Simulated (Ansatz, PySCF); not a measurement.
The PySCF input:
```python
from pyscf import gto, scf, cc

mol = gto.M(
    atom='''
N    -0.001457   -0.000790    0.349071
C    -0.006831    1.403606   -0.098896
C     1.219405   -0.695183   -0.098525
C    -1.211296   -0.707730   -0.108702
H    -0.002470    1.441351   -1.187098
H     0.873397    1.924963    0.272714
H    -0.895476    1.915832    0.265308
H     1.254596   -0.710204   -1.186717
H     1.229226   -1.720741    0.265951
H     2.105741   -0.184277    0.273087
H    -1.237217   -0.723067   -1.197150
H    -2.105939   -0.206018    0.255454
H    -1.213580   -1.733351    0.255724
H    -0.005745   -0.003113    1.375966
''',
    basis='sto-3g',
    charge=1,
    spin=0,
    verbose=4,
)

mf = scf.RHF(mol)
mf.kernel()

mycc = cc.CCSD(mf, frozen=4)
mycc.kernel()
et = mycc.ccsd_t()
print('E(CCSD(T)) = %.10f' % (mycc.e_tot + et))
```

Question: Convert this to an input for Ansatz (an electronic-structure program).

Answer: Several could match; the one computed here: 
Ansatz 0.2 input:
```yaml
crystal:
  periodic: [false, false, false]
  atoms:
    - {symbol: N, position_ang: [-0.00145735, -0.00078979, 0.34907080]}
    - {symbol: C, position_ang: [-0.00683148, 1.40360564, -0.09889597]}
    - {symbol: C, position_ang: [1.21940542, -0.69518278, -0.09852509]}
    - {symbol: C, position_ang: [-1.21129590, -0.70773025, -0.10870151]}
    - {symbol: H, position_ang: [-0.00247043, 1.44135056, -1.18709760]}
    - {symbol: H, position_ang: [0.87339726, 1.92496286, 0.27271406]}
    - {symbol: H, position_ang: [-0.89547623, 1.91583180, 0.26530846]}
    - {symbol: H, position_ang: [1.25459564, -0.71020410, -1.18671739]}
    - {symbol: H, position_ang: [1.22922597, -1.72074149, 0.26595109]}
    - {symbol: H, position_ang: [2.10574056, -0.18427709, 0.27308679]}
    - {symbol: H, position_ang: [-1.23721663, -0.72306702, -1.19714967]}
    - {symbol: H, position_ang: [-2.10593863, -0.20601809, 0.25545409]}
    - {symbol: H, position_ang: [-1.21357974, -1.73335144, 0.25572399]}
    - {symbol: H, position_ang: [-0.00574458, -0.00311317, 1.37596602]}
basis:
  gaussian:
    orbitals: STO-3G
total_charge: 1
magnetization: {spin_polarized: false}
correlation: {method: ccsd_t, electrons: outside_noble_gas}
accuracy: high
```

Both were run: PySCF gave -171.914192 Eh and Ansatz -171.914192 Eh, 0.000 mEh apart.
